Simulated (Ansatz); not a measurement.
```yaml
crystal:
  periodic: [false, false, false]
  atoms:
    - {symbol: N, position_ang: [-1.052194, 0.141784, -0.526371]}
    - {symbol: Ge, position_ang: [0.521784, -0.021960, 0.395561]}
    - {symbol: S, position_ang: [0.877751, -2.156040, 0.823061]}
    - {symbol: H, position_ang: [-1.392864, 1.088944, -0.618828]}
    - {symbol: H, position_ang: [-1.064846, -0.311545, -1.429101]}
    - {symbol: H, position_ang: [0.364299, 0.808958, 1.677712]}
    - {symbol: H, position_ang: [1.807369, 0.381858, -0.367733]}
basis:
  gaussian: {orbitals: aug-pcseg-2}
magnetization: {spin_polarized: true, initial_magnetization: 1}
hamiltonian: {xc: {name: r2SCAN0}, dispersion: d4}
```

```sh
$ ansatz run in.yaml --threads 4 --pin off --events-out ev --progress --plain --max-ram 10444MiB
```

It prints (some lines left out):

```
Functional definition: r2SCAN0
1242 factors; their error is unknown
mean field evaluation 1: about -68901.1069 eV, gradient 4.1e1 eV
mean field evaluation 2: about -68877.2880 eV, gradient 7.0e1 eV
mean field evaluation 4: about -68907.3835 eV, gradient 6.2e0 eV
mean field evaluation 8: about -68907.5668 eV, gradient 2.0e-1 eV
mean field evaluation 16: about -68907.8854 eV, gradient 6.7e-2 eV
mean field evaluation 32: about -68907.8244 eV, gradient 2.4e-1 eV
mean field -68907.88758605 eV, -2532.3181613436 hartree, gradient 5.1e-6 eV, S^2 0.758282; 2 other end points of the search recorded, 0 dependent functions left out
reference -68907.88760872 eV, -2532.3181621768 hartree; 30, 29 occupied and 217, 218 virtual orbitals, 1242 factors
Total energy: -68907.92496891 eV, -2532.3195351382 hartree
```

It took 9 s on 4 threads of an AMD EPYC 9R45 on a shared host, with 1.3 GiB of host memory at the peak.
